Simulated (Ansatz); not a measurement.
Geometry optimisation, UKS PBE0/6-31G (Ansatz 0.2.0).

Input:

```yaml
crystal:
  periodic: [false, false, false]
  atoms:
    - { symbol: O, position_ang: [-2.0383, -0.9698, 0.693] }
    - { symbol: C, position_ang: [-1.0168, -0.613, -0.1801] }
    - { symbol: "N", position_ang: [-0.0531, 0.0714, 0.5909] }
    - { symbol: Si, position_ang: [1.6005, 0.4657, 0.0602] }
    - { symbol: O, position_ang: [1.269, 1.6114, -1.0915] }
    - { symbol: H, position_ang: [-2.8053, -1.2356, 0.1138] }
    - { symbol: H, position_ang: [-1.361, 0.0274, -0.9853] }
    - { symbol: H, position_ang: [-0.5988, -1.5314, -0.6092] }
    - { symbol: H, position_ang: [0.0438, -0.4117, 1.5299] }
    - { symbol: H, position_ang: [2.2973, 1.0075, 1.218] }
    - { symbol: H, position_ang: [2.1289, -0.7493, -0.5059] }
    - { symbol: H, position_ang: [0.6109, 2.2724, -0.7997] }
magnetization:
  spin_polarized: true
basis:
  gaussian: { orbitals: "6-31G" }
hamiltonian:
  xc: pbe0
relax:
  f_tol: 0.02
  max_steps: 50
```

Launched with:

```bash
$ ansatz run input.yaml --threads 1 --pin off --max-ram 2048MiB --backend cpu --events-out ev --progress --plain --runs-dir out
```

Where does it end, and by what steps?

The forces met the threshold. Limits of this set-up: no polarisation functions. After 32 steps the energy has fallen by 1.095 eV; H7 moved furthest, 1.84 Å.

```csv
step,energy less start (eV),largest force component (eV/Å),accepted
0,0.0000,2.994,yes
2,-0.7111,0.497,yes
4,-0.7756,0.255,yes
6,-0.8101,0.690,yes
8,-0.8656,0.280,yes
10,-0.9172,0.424,yes
12,-0.9430,0.548,yes
14,-0.9820,0.167,yes
16,-0.9961,0.156,yes
18,-1.0028,0.326,yes
20,-1.0113,0.259,yes
22,-1.0211,1.365,yes
24,-1.0402,0.645,no
26,-1.0794,0.229,yes
28,-1.0899,0.180,yes
30,-1.0940,0.044,yes
32,-1.0946,0.015,yes
```

```xyz
12
Properties=species:S:1:pos:R:3
O -1.619 0.116 -0.306
C -0.828 -1.057 0.095
N 0.332 -0.599 0.777
Si 1.401 0.541 -0.071
O 0.763 2.141 -0.170
H -2.342 -0.137 -0.910
H -0.542 -1.609 -0.810
H -1.422 -1.711 0.743
H 0.261 -0.557 1.784
H 2.676 0.671 0.696
H 1.584 -0.071 -1.434
H -0.188 2.217 -0.359
```

Whether the end is a true minimum wasn't checked by a vibrational analysis.

The run took 5.7 min on 1 thread of Arm Neoverse N1 (shared host), peak memory 0.2 GiB.
